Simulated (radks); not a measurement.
Values are calculated unless marked as measured or tabulated.
Problem. The mean radii <r> (bohr) of the occupied orbitals of an atom or ion are listed with their occupations. Level of theory: Dirac Kohn-Sham, exchange-only PBE, spin-unpolarised, spherical densities, finite nucleus; Fermi nuclear charge, rms radius of each element as measured or else 0.836 A^(1/3) + 0.57 fm (a radial shooting solver on a logarithmic mesh with Libxc functionals).

| orbital | occ. | <r> |
|---|---|---|
| 1s1/2 | 2 | 0.01966 |
| 2s1/2 | 2 | 0.08274 |
| 2p1/2 | 2 | 0.06872 |
| 2p3/2 | 4 | 0.07621 |
| 3s1/2 | 2 | 0.2148 |
| 3p1/2 | 2 | 0.2045 |
| 3p3/2 | 4 | 0.2181 |
| 3d3/2 | 4 | 0.1914 |
| 3d5/2 | 6 | 0.1956 |
| 4s1/2 | 2 | 0.4487 |
| 4p1/2 | 2 | 0.4483 |
| 4p3/2 | 4 | 0.4699 |
| 4d3/2 | 4 | 0.4643 |

Name the element and its charge. Open shells, if any, fill j = l - 1/2 first.

Solution. Z = 70, ytterbium, charge +30: Yb30+ in [Kr] 4d4. The 1s radius gives Z: for a bare nucleus <r> = (2 gamma + 1)/(2Z) with gamma = sqrt(1 - (Z/c)^2), 0.01942 bohr for Z = 70, and screening makes it slightly larger (0.01966 here). The occupations add up to 40, and the charge is Z minus that.
